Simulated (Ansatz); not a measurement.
Reaction: CH4BO (SMILES [CH2]BO, doublet) → CH4BO (SMILES C[B]O, doublet)
Each species at its own B3LYP-D3(BJ)/def2-TZVP minimum (Ansatz, a program for electronic structure), one conformer.

Total energies in hartree (Ansatz). Open shells are spin-unrestricted; no spin-orbit coupling. Cores are frozen in correlated methods. No relativity.

```csv
species,HF/cc-pVTZ,CCSD(T)/cc-pVTZ,HF/cc-pVQZ,CCSD(T)/cc-pVQZ,CCSD(T)/cc-pVDZ,CCSDT(Q)/cc-pVDZ
"1: CH4BO (SMILES [CH2]BO, doublet)",-139.81288,-140.34455,-139.82319,-140.38685,-140.19855,-140.20025
"2: CH4BO (SMILES C[B]O, doublet)",-139.79353,-140.33164,-139.80386,-140.37433,-140.18447,-140.18619
```

Problem. Work out the isomerisation energy (electronic) in kJ/mol: take Hartree-Fock from cc-pVQZ, extrapolate the CCSD(T) correlation energy as X^-3 (X = 3, 4), and add CCSDT(Q) - CCSD(T) in cc-pVDZ. 1 hartree = 2625.5 kJ/mol.

Solution. 
Species 1: correlation (64·(-0.56366) - 27·(-0.53167))/37 = -0.58700; step -0.00170; E1 = -139.82319 + (-0.58700) + (-0.00170) = -140.41189
Species 2: correlation (64·(-0.57047) - 27·(-0.53811))/37 = -0.59408; step -0.00172; E2 = -139.80386 + (-0.59408) + (-0.00172) = -140.39966
-1·E1 +1·E2 = 0.01223 hartree = 32.1 kJ/mol.
